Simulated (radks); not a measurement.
Results of a calculation; reference values are marked as such.
The niobium ion Nb+ inside a hard spherical wall (all orbitals vanish at R), configuration held at [Kr] 4d4 and not refilled when levels cross. Code: a radial shooting solver on a logarithmic mesh with Libxc functionals. Model: scalar-relativistic Kohn-Sham, LDA (Slater exchange, Perdew-Wang correlation), spin-polarised, spherical densities, finite nucleus; open shells are filled with parallel spins first (spin-orbit coupling, left out, can overturn this in heavy ions); Fermi nuclear charge, rms radius 4.324 fm. Eigenvalues in eV for spin up, with the zero of energy where the potential of the charges vanishes at infinity; a dash marks a level that is unbound or too diffuse for the functional's potential to be trusted. A positive occupied level is held by the wall or, in an anion where self-interaction has pushed it up, behind a barrier. The pressure on the wall is -dE/dV.

R (bohr) = free: E (hartree) -3815.32557; kinetic (hartree) 3927.105; e(3d) -202.80; e(4s) -65.490; e(4p) -41.765; e(4d) -10.277; e(5s, empty) -10.212; e(5p, empty) -6.204; pressure (GPa) 0
R (bohr) = 20: E (hartree) -3815.32557; kinetic (hartree) 3927.105; e(3d) -202.80; e(4s) -65.490; e(4p) -41.765; e(4d) -10.277; e(5s, empty) -10.212; e(5p, empty) -6.204; pressure (GPa) < 0.0001
R (bohr) = 8: E (hartree) -3815.32504; kinetic (hartree) 3927.111; e(3d) -202.75; e(4s) -65.446; e(4p) -41.724; e(4d) -10.240; e(5s, empty) -10.153; e(5p, empty) -5.969; pressure (GPa) 0.0290
R (bohr) = 5: E (hartree) -3815.28313; kinetic (hartree) 3927.361; e(3d) -201.21; e(4s) -64.101; e(4p) -40.447; e(4d) -8.972; e(5s, empty) -7.722; e(5p, empty) -1.713; pressure (GPa) 5.73
R (bohr) = 4: E (hartree) -3815.14108; kinetic (hartree) 3928.024; e(3d) -198.33; e(4s) -61.750; e(4p) -38.229; e(4d) -6.376; e(5s, empty) -1.933; e(5p, empty) 6.451; pressure (GPa) 41.1
R (bohr) = 2.5: E (hartree) -3812.66767; kinetic (hartree) 3938.711; e(3d) -176.78; e(4s) -46.186; e(4p) -22.064; e(4d) 15.360; e(5s, empty) 54.195; e(5p, empty) 72.688; pressure (GPa) 2150
R (bohr) = 2: E (hartree) -3806.85027; kinetic (hartree) 3960.770; e(3d) -149.34; e(4s) -23.979; e(4p) 2.858; e(4d) 47.137; e(5s, empty) 137.98; e(5p, empty) 162.72; pressure (GPa) 12300
R (bohr) = 1.5: E (hartree) -3782.89202; kinetic (hartree) 4036.791; e(3d) -87.404; e(4s) 48.700; e(4p) 83.506; e(4d) 140.51; e(5s, empty) 378.92; e(5p, empty) 409.31; pressure (GPa) 98300
